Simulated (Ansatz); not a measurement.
A single point on `[NH2][AlH][CH2]C=[Se]`.

```yaml
crystal:
  periodic: [false, false, false]
  atoms:
    - {symbol: N, position_ang: [-1.847936, 0.514628, -0.173901]}
    - {symbol: Al, position_ang: [-0.684313, -0.637499, -0.805261]}
    - {symbol: C, position_ang: [1.206599, -0.535579, -0.166662]}
    - {symbol: C, position_ang: [1.217362, 0.306897, 1.003256]}
    - {symbol: Se, position_ang: [1.371133, 2.073436, 1.048801]}
    - {symbol: H, position_ang: [-2.817057, 0.570492, -0.440751]}
    - {symbol: H, position_ang: [-1.604251, 1.266743, 0.452418]}
    - {symbol: H, position_ang: [-1.107134, -1.748121, -1.846099]}
    - {symbol: H, position_ang: [1.732705, -0.098778, -1.021828]}
    - {symbol: H, position_ang: [1.535517, -1.562807, 0.016839]}
    - {symbol: H, position_ang: [1.062776, -0.206511, 1.953687]}
basis:
  gaussian: {orbitals: def2-TZVPP}
hamiltonian: {xc: pbe}
correlation: {method: rpa}
```

```sh
$ ansatz run in.yaml --threads 4 --pin off --events-out ev --progress --plain
```

Output, abridged:

```
Functional definition: PBE
1612 factors; integrals over basis functions are off by at most 1.2e-3 eV
mean field evaluation 1: about -75562.7477 eV, gradient 1.2e2 eV
mean field evaluation 2: about -75562.7408 eV, gradient 1.2e2 eV
mean field evaluation 4: about -75590.2032 eV, gradient 2.4e1 eV
mean field evaluation 8: about -75592.2641 eV, gradient 1.1e0 eV
mean field evaluation 16: about -75592.2662 eV, gradient 1.8e-3 eV
mean field -75592.26624418 eV, -2777.9645461952 hartree, gradient 4.4e-6 eV, S^2 0.000000; 2 other end points of the search recorded, 0 dependent functions left out
17 core orbitals not correlated: weight in the atoms' cores, before any rotation towards them, 1.000 or more for the frozen orbitals, at most 0.000 for the correlated occupied ones
reference -75523.89324074 eV, -2775.4518846637 hartree; 19, 19 occupied and 231, 231 virtual orbitals, 1612 factors
Total energy: -75563.25068872 eV, -2776.8982441994 hartree
```

Run time 17 s (4 threads of a server CPU on a shared host); peak host memory 0.77 GiB.
